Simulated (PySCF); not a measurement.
The scaffold BH2-X carries different groups X. All species are isolated molecules in the gas phase. One relaxed conformer stands for each flexible species; it need not be the lowest. Strings in code marks are SMILES.

Method: B3LYP-D3(BJ)/def2-TZVP // M06-2X/def2-TZVP run with PySCF. B3LYP has the VWN-RPA correlation part, as in Gaussian. Excitations are Tamm–Dancoff values on a coarser integration grid. The basis has no diffuse functions, so Rydberg states are missing or too high.

```tsv
species	LUMO (eV)	S1 excitation (TDA) (eV)
X = methyl (`BC`)	-1.47	5.87
X = methylthio (`BSC`)	-1.36	5.84
X = boryl	(withheld)	(withheld)
X = fluoromethyl	-1.95	5.49
X = fluoro	-1.44	6.09
X = propynyl	-2.17	3.70
X = AlH2	-2.52	3.58
X = hydroxy (`OB`)	(withheld)	(withheld)
```

Question: What belongs in the gaps?

Answer: 
- X = boryl, LUMO (eV): -1.88
- X = boryl, S1 excitation (TDA) (eV): 5.10
- X = hydroxy (`OB`), LUMO (eV): -0.68
- X = hydroxy (`OB`), S1 excitation (TDA) (eV): 6.48
